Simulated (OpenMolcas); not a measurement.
Ir6+ among 6 point charges of -1.7 e arranged as an octahedron (Oh), 2.33 Å from the ion.
```
   2.3300    0.0000    0.0000  -1.70
   0.0000    2.3300    0.0000  -1.70
  -2.3300    0.0000    0.0000  -1.70
   0.0000   -2.3300    0.0000  -1.70
   0.0000    0.0000    2.3300  -1.70
   0.0000    0.0000   -2.3300  -1.70
```

```yaml
Program: OpenMolcas
Method: CASSCF
Basis: ANO-RCC-VDZP [7s6p4d2f]
Scalar_Hamiltonian: DKH2, point nucleus
Active_space: 3 electrons in 5 orbitals (5d)
State_averaging: 2S+1 = 4 even, 10 roots; 2S+1 = 2 even, 40 roots
Spin-orbit_coupling: RASSI with atomic mean-field integrals over the reference wave functions
```

Task: What is the spin-free ground state (labels of O, the rotations of Oh)?

Result: 4A2, 1-fold in its orbital part, 100 % from free-ion F terms; it has the highest spin that d3 allows.

Task: Where is the first state of the same spin?

Result: 4T2 at 2870 cm-1 above the ground state.

Task: What are the lowest two levels with spin-orbit coupling?

Result: A 4-fold level Γ8, then a 4-fold level Γ8 7747 cm-1 above it. Their leading multiplicities are 4 (84 %) and 4 (94 %).

Task: What is χT at 300 K?

Result: 0.12 cm3 K/mol.

Task: Which ligand-field parameters describe the states?

Result: A least-squares ligand-field fit to the states below 45000 cm-1, each weighted by its degeneracy and with a free common offset, gives 10Dq = 2912 cm-1, B = 966 cm-1 and C = 4047 cm-1 (C/B = 4.19), with an rms deviation of 21 cm-1. 

Spin-orbit coupling mixes the spin-free states strongly: the lowest level takes only 38 % from its leading state, 4T2, which lies 2866 cm-1 above the lowest spin-free state. Without dynamic correlation the repulsion within the d shell is too large (B by tens of per cent), so at a given field states of lower spin stand too high. This field is weak: 10Dq is about 2912 cm-1, while octahedral complexes of 5d ions of charge 3 and more, computed by the same method with explicit ligands, had a median near 35000 cm-1. Ground spin and moment need not be those of a real site. This is an electrostatic model: the charges have no orbitals. No measured value stands beside these numbers.
